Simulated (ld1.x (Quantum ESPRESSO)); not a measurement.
## Cutoff test, chromium, PAW

| Item | Value |
| --- | --- |
| Element | chromium |
| Generator | ld1.x (Quantum ESPRESSO) 7.5 |
| Type | PAW |
| Functional | PBEsol |
| Relativity | scalar-relativistic |
| Frozen core | [Ne] 3s2 |
| Valence charge | 12 |
| Reference configuration | 3p6 3d4 4s2 4p0 |
| Partial waves | 4s (bound): rcut 2.15, rcutus 2.65 bohr; 4s channel at -0.05 Ry: rcut 2.15, rcutus 2.65 bohr; 3p (bound): rcut 1.30, rcutus 1.40 bohr; 4p (bound, empty): rcut 1.30, rcutus 1.40 bohr; 3d (bound): rcut 1.25, rcutus 1.40 bohr; 3d channel at 3.35 Ry: rcut 1.25, rcutus 1.40 bohr |
| Local potential | all-electron potential smoothed inside 1.85 bohr (lloc = -1) |
| Core correction | Bessel-smoothed model core inside 1.25 bohr |
| Augmentation charge | PSQ, inside the norm-conserving radii |

The pseudo-atom Hamiltonian at the reference potential is diagonalised in spherical Bessel functions j_l(qr) that vanish at 20 bohr, with q² up to the cutoff. All-electron valence levels (Ry): 4s -0.3622, 3p -3.6136, 4p -0.1022, 3d -0.4422.

**Question.** How do the lowest levels (Ry) of each channel move with the cutoff, and are there ghosts?

**Answer.**

```json
{"cutoff (Ry)": "8", "s #1": "-0.3622", "s #2": "0.0053", "p #1": "-2.3159", "p #2": "-0.0424", "d #1": "0.0477", "f #1": "0.1091", "Σ f·Δε (mRy)": "9746.8"}
{"cutoff (Ry)": "18", "s #1": "-0.3622", "s #2": "0.0053", "p #1": "-3.4330", "p #2": "-0.0806", "d #1": "-0.1705", "f #1": "0.1091", "Σ f·Δε (mRy)": "2170.9"}
{"cutoff (Ry)": "30", "s #1": "-0.3622", "s #2": "0.0053", "p #1": "-3.5997", "p #2": "-0.0929", "d #1": "-0.3818", "f #1": "0.1091", "Σ f·Δε (mRy)": "325.2"}
{"cutoff (Ry)": "50", "s #1": "-0.3622", "s #2": "0.0053", "p #1": "-3.6130", "p #2": "-0.1011", "d #1": "-0.4410", "f #1": "0.1091", "Σ f·Δε (mRy)": "9.4"}
{"cutoff (Ry)": "70", "s #1": "-0.3622", "s #2": "0.0053", "p #1": "-3.6135", "p #2": "-0.1021", "d #1": "-0.4417", "f #1": "0.1091", "Σ f·Δε (mRy)": "2.9"}
{"cutoff (Ry)": "110", "s #1": "-0.3622", "s #2": "0.0053", "p #1": "-3.6136", "p #2": "-0.1022", "d #1": "-0.4421", "f #1": "0.1091", "Σ f·Δε (mRy)": "0.4"}
{"cutoff (Ry)": "400", "s #1": "-0.3622", "s #2": "0.0053", "p #1": "-3.6137", "p #2": "-0.1022", "d #1": "-0.4422", "f #1": "0.1091", "Σ f·Δε (mRy)": "0.0"}
```

Result: no extra level below or beside the all-electron valence levels (s, p, d, f tested); 10 mRy is reached at 50 Ry and 1 mRy at 90 Ry.
